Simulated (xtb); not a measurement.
C₄F₅ (SMILES FC1=[C]C(F)(F)C1(F)F), doublet, at a GFN2-xTB geometry. Base run: GFN2-xTB (xtb).

Geometry (Å):
```xyz
9

F      2.5293    -0.2439    -0.3073
C      1.2394    -0.4051    -0.2241
C      0.3621    -1.3820    -0.3907
C     -0.8716    -0.5797    -0.0650
F     -1.5561    -0.9265     1.0273
F     -1.7566    -0.3927    -1.0466
C      0.1556     0.6073     0.1413
F     -0.0044     1.6369    -0.7016
F      0.1975     1.0992     1.3872
```
Charge 0, spin multiplicity 2.
All else is at xtb's defaults.
Base energy -32.04803 Eh.

The base run was repeated with changes; each row names its change, and settings that it needs were set with it.

```csv
change,ΔE vs base (mEh),dipole (D),G_solv (kcal/mol),SCF cycles
base,0.000,1.11,-,12
alpb = ch2cl2,-2.330,1.22,-1.51,12
alpb = benzene,-3.103,1.19,-1.97,12
etemp = 3000,-0.797,1.09,-,11
acc = 0.1,0.000,1.11,-,13
gbsa = toluene,-2.781,1.24,-1.81,12
etemp = 1000,0.000,1.11,-,12
etemp = 5000,-5.716,1.00,-,11
etemp = 10000,-40.658,0.65,-,11
acc = 1000,0.002,1.11,-,7
```

ALPB and GBSA are two models with their own fitted parameters for each solvent, which aren't always the measured dielectric constant.
